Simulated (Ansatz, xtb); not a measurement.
## F2H2O2SW: which of two structures lies lower

Structure X: a singlet given by its coordinates. Structure Y: a singlet given by its coordinates. Both are isolated molecules in the gas phase, relaxed with PBE0-D4/def2-SVP.

X (Å):

```xyz
8

F    -2.0684    0.8416   -0.1876
F    -0.2268    1.2061   -1.8785
O     0.2523    1.7551    1.0179
O     1.4107   -0.2556   -0.3949
S    -0.9739   -1.3579    1.0401
W    -0.2214    0.5979   -0.1047
H     0.2388   -1.8399    1.3909
H     1.6809   -1.0043   -0.9388
```

Close contacts (Å): F1–W6 1.86, F2–W6 1.88, O3–W6 1.68, O4–W6 1.86, S5–W6 2.39, O4–H8 0.96, S5–H7 1.35, W6–H8 2.62.

Y (Å):

```xyz
8

F    -1.1764   -0.4709   -0.9748
F     1.7266    0.0721    1.1592
O    -0.7253   -0.8440    1.4369
O     1.1540    0.2671   -1.4024
S    -0.4850    2.2191    0.5355
W     0.1549    0.2355    0.1829
H    -1.4479   -1.4600    1.2710
H     0.8913   -0.0760   -2.2640
```

Close contacts (Å): F1–W6 1.90, F2–W6 1.86, O3–W6 1.87, O4–W6 1.87, S5–W6 2.11, O3–H7 0.96, O4–H8 0.96, W6–H7 2.57, W6–H8 2.57.

Energies in hartree; the thermal terms are from GFN2-xTB frequencies at re-optimised GFN2-xTB minima (ideal gas, soft modes damped towards free rotors, one conformer each, 298.15 K, 1 atm) and include the zero-point energy:

|  | X | Y |
| --- | --- | --- |
| E, CCSD(T)/def2-SVP | −814.712797 | −814.716684 |
| E, MP2/def2-SVP | −814.699015 | −814.700579 |
| E, MP2/def2-TZVPP | −815.727206 | −815.726836 |
| zero-point energy | 0.025226 | 0.028022 |
| H(298 K) − E | 0.035915 | 0.038471 |
| G(298 K) − E | −0.010237 | −0.006360 |

**Question.** Correct the CCSD(T) difference for the basis set by the MP2 change, then work out ΔE, ΔE₀, ΔH and ΔG for X → Y in kJ/mol (1 Eh = 2625.50 kJ/mol) and the equilibrium ratio [Y]/[X].

**Answer.** 1. Differences Y − X: CCSD(T) −0.003887, MP2 in the small set −0.001564, MP2 in the large set +0.000370 Eh.
2. ΔE = −0.003887 + (+0.000370 − (−0.001564)) = −0.001953 Eh = −5.13 kJ/mol.
3. ΔE₀ = ΔE + ΔZPE = −0.001953 + (+0.002796) Eh = +2.21 kJ/mol.
4. ΔH = ΔE + (+0.002556) Eh = +1.58 kJ/mol.
5. ΔG = ΔE + (+0.003877) Eh = +5.05 kJ/mol, so ΔS = (ΔH − ΔG)/T = −11.6 J/(mol K).
6. kT = 0.9442 mEh, so K = [Y]/[X] = exp(−ΔG/kT) = exp(−2.04) ≈ 0.13.

Structure X is favoured at this temperature, against the order of the electronic energies. An error of 4 kJ/mol in ΔG would change K by a factor of 5. Large T1 diagnostics make the coupled-cluster value less sure. Mirror images and further conformers aren't counted.

Other levels gave ΔE = −33.0 (GFN2-xTB); −2.6 (r2SCAN-D4/def2-SVP, GFN2-xTB geometries); −14.2 (PBE0-D4/def2-SVP); −22.5 (HF/def2-SVP); −4.1 (MP2/def2-SVP); −10.2 (CCSD(T)/def2-SVP) kJ/mol. The correlated steps freeze 9 core orbitals. Atoms past krypton carry core potentials in the def2 sets, without spin–orbit terms. Programs: Ansatz 0.2.0, xtb 6.7.1.
